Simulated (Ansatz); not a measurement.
`C[SiH](Cl)Cl` → Cl₂ + `C[SiH]` at 600 K and 1 bar (silylene formation by 1,1-elimination).

Calculated with Ansatz (gas phase, PBE0-D4/def2-TZVP geometries, no zero-point term in ΔE). CCSD(T)/CBS adds triple-zeta CCSD(T) − MP2 to the extrapolated MP2 energy (def2 sets, frozen cores). This one scheme is used for every species.

```json
{"species": "`C[SiH](Cl)Cl`", "CCSD(T)/CBS energy (Eh)": "-1249.21450", "H − E (kJ/mol)": "180.0", "S (J/(mol·K))": "404.3"}
{"species": "Cl₂", "CCSD(T)/CBS energy (Eh)": "-919.51390", "H − E (kJ/mol)": "23.2", "S (J/(mol·K))": "247.3"}
{"species": "`C[SiH]`", "CCSD(T)/CBS energy (Eh)": "-329.46712", "H − E (kJ/mol)": "143.5", "S (J/(mol·K))": "309.3"}
```

H − E and S are ideal-gas, rigid-rotor, harmonic terms from PBE0-D4/def2-TZVP. 1 Eh = 2625.50 kJ/mol, R = 8.31446 J/(mol·K).

Problem. By hand: ΔE, ΔH, ΔS and ΔG.

Solution. ΔE = (-919.51390) + (-329.46712) − (-1249.21450) = 0.23348 Eh = 613.0 kJ/mol. Δ(H − E) = 23.2 + 143.5 − 180.0 = -13.3, so ΔH = 599.7 kJ/mol. ΔS = 247.3 + 309.3 − 404.3 = 152.3 J/(mol·K). ΔG = 599.7 − 600 × (152.3)/1000 = 508.3 kJ/mol.

Problem. By hand: the equilibrium constant, and the temperature at which ΔG would vanish if ΔH and ΔS stayed fixed.

Solution. log₁₀ K = −ΔG/(RT ln 10) = -44.3. ΔG = 0 at ΔH/ΔS = 3938 K, far beyond where these terms or the molecules hold.

The number of gas molecules changes by +1, which sets the sign of ΔS. A doubt of 5 kJ/mol in ΔE shifts log₁₀ K by 0.4 here. These are equilibria of isolated gas molecules and say nothing of rates. Largest T1 diagnostic: 0.012 (customary marks: 0.02 for closed shells, 0.045 for open ones).
